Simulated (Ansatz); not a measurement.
A single point on C$_{2}$H$_{8}$N$_{2}$OSi$_{2}$ (`N[SiH2]C#C[SiH](N)O`).

```yaml
crystal:
  periodic: [false, false, false]
  atoms:
    - {symbol: N, position_ang: [-3.173361, -0.437399, -1.798420]}
    - {symbol: Si, position_ang: [-2.365202, 0.744322, -0.858640]}
    - {symbol: C, position_ang: [-0.694381, 0.263811, -0.263413]}
    - {symbol: C, position_ang: [0.406864, -0.081857, 0.119381]}
    - {symbol: Si, position_ang: [2.060403, -0.620558, 0.695960]}
    - {symbol: N, position_ang: [2.878784, 0.828908, 1.055903]}
    - {symbol: O, position_ang: [1.958298, -1.635987, 1.980521]}
    - {symbol: H, position_ang: [-3.509721, -1.277074, -1.353953]}
    - {symbol: H, position_ang: [-2.844792, -0.637051, -2.730013]}
    - {symbol: H, position_ang: [-2.194532, 1.959852, -1.689960]}
    - {symbol: H, position_ang: [-3.185824, 1.023275, 0.344014]}
    - {symbol: H, position_ang: [2.713850, -1.460778, -0.330373]}
    - {symbol: H, position_ang: [2.482253, 1.720780, 0.815565]}
    - {symbol: H, position_ang: [3.869059, 0.875456, 1.224566]}
    - {symbol: H, position_ang: [1.598311, -1.265700, 2.788880]}
basis:
  gaussian: {orbitals: def2-QZVPP}
correlation: {method: mp2}
```

```sh
$ ansatz run in.yaml --threads 2 --pin off --events-out ev --progress --plain --max-ram 20480MiB --backend cuda --devices 0, --max-vram 18GiB
```

Shortened log:

```
Functional definition: HF
3966 factors; integrals over basis functions are off by at most 1.0e-3 eV
mean field evaluation 1: about -22911.6127 eV, gradient 6.2e1 eV
mean field evaluation 2: about -22911.8261 eV, gradient 6.2e1 eV
mean field evaluation 4: about -22919.6544 eV, gradient 5.0e0 eV
mean field evaluation 8: about -22919.7466 eV, gradient 2.9e-1 eV
mean field -22919.74698573 eV, -842.2851661631 hartree, gradient 2.6e-6 eV, S^2 0.000000; 0 other end points of the search recorded, 0 dependent functions left out
15 core orbitals not correlated: weight in the atoms' cores, before any rotation towards them, 1.000 or more for the frozen orbitals, at most 0.000 for the correlated occupied ones
reference -22919.74698573 eV, -842.2851661631 hartree; 20, 20 occupied and 630, 630 virtual orbitals, 3966 factors
second order -35.12334959 eV of doubles, -0.00000000 eV of singles
Total energy: -22954.87033532 eV, -843.5759254531 hartree
```

Hardware: 2 threads of an AMD EPYC 7R13 on a shared host and a share of an NVIDIA H100 80 GB. Wall time 4.6 s, peak host memory 1.2 GiB.
